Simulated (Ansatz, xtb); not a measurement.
**ClGeH3Si2: where a starting geometry ends**

The starting geometry of this gas-phase singlet was built from a drawn formula by distance geometry and a force field; its bonds are those of `Cl[Si]1=[SiH][GeH2]1`.

```
atom    x (Å)    y (Å)    z (Å)
  Cl  -4.5361   1.4707  -1.5367
  Ge  -1.4013   0.7763   1.1505
  Si  -2.5926   1.2331  -0.6106
  Si  -0.4862   1.3394  -0.7903
   H   0.7009   1.6174  -1.6328
   H  -1.2902  -0.7501   1.5247
   H  -1.3441   1.9296   2.2203
```

Task: Where would you expect an optimisation with r2SCAN-D4/def2-SVP to take it?

Result: It keeps its bonds, and is `Cl[Si]1=[SiH][GeH2]1`.

The energy falls by 0.67 eV over 5 steps:

| step | E − E(last) (eV) |
| --- | --- |
| 1 | 0.669 |
| 2 | 0.040 |
| 3 | 0.002 |
| 4 | 0.000 |
| 5 | 0.000 |

Final geometry (Å):

```xyz
7

Cl   -4.5044    1.4762   -1.5784
Ge   -1.4084    0.7733    1.1944
Si   -2.6236    1.2747   -0.7455
Si   -0.5187    1.3807   -0.9462
H     0.7276    1.6358   -1.7338
H    -1.2835   -0.6679    1.7390
H    -1.3387    1.7437    2.3956
```

From the same start GFN2-xTB ends elsewhere, differing in Ge2–Si3 (4.15 against 2.34 Å here).

No frequencies were run, so the end isn't proven a minimum. Run with Ansatz 0.2.0, 11 s on 1 thread of Intel(R) Xeon(R) 6975P-C (Granite Rapids), with other jobs on the host.
